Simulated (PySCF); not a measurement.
H4Cl3GeNSi, SMILES [SiH3][NH][Ge]([Cl])([Cl])[Cl] (PBE0/def2-SVP optimised geometry):

```
10

Si     0.158     1.011    -0.222
N     -0.833    -0.425     0.000
Ge    -0.316    -2.143     0.000
Cl    -0.996    -3.228    -1.714
Cl    -1.053    -3.184     1.717
Cl     1.822    -2.143     0.000
H      0.972     0.908    -1.467
H      1.075     1.256     0.930
H     -0.807     2.143    -0.334
H     -1.822    -0.280     0.187
```

Method: PBE0/def2-TZVP in PySCF.

What are the frontier orbital energies and the dipole moment?

HOMO-2 -9.51 eV, HOMO-1 -9.31 eV, HOMO -8.25 eV, LUMO -1.55 eV, LUMO+1 -0.06 eV; dipole moment 2.03 D.

Meta-Löwdin charges at PBE0/def2-TZVP: Si1 0.60, N2 -0.77, Ge3 1.01, Cl4 -0.27, Cl5 -0.27, Cl6 -0.27, H7 -0.10, H8 -0.10, H9 -0.09, H10 0.26.
